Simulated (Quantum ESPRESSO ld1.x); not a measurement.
Task: The mean radii <r> (bohr) of the occupied orbitals of an atom or ion are listed with their occupations. All-electron calculation, non-relativistic Kohn-Sham, BLYP, spin-unpolarised, spherical densities, point nucleus. Program: ld1.x of Quantum ESPRESSO 7.5.

| orbital | occ. | <r> |
|---|---|---|
| 1s | 2 | 0.06156 |
| 2s | 2 | 0.2825 |
| 2p | 6 | 0.2482 |
| 3s | 2 | 0.8519 |
| 3p | 6 | 0.8919 |
| 3d | 4 | 1.044 |

Name the element and its charge.

Result: Z = 25, manganese, charge +3: Mn3+ in [Ar] 3d4. The 1s radius gives Z: for a bare nucleus <r> = 1.5/Z, 0.06 bohr for Z = 25, and screening makes it slightly larger (0.06156 here). The occupations add up to 22, and the charge is Z minus that.
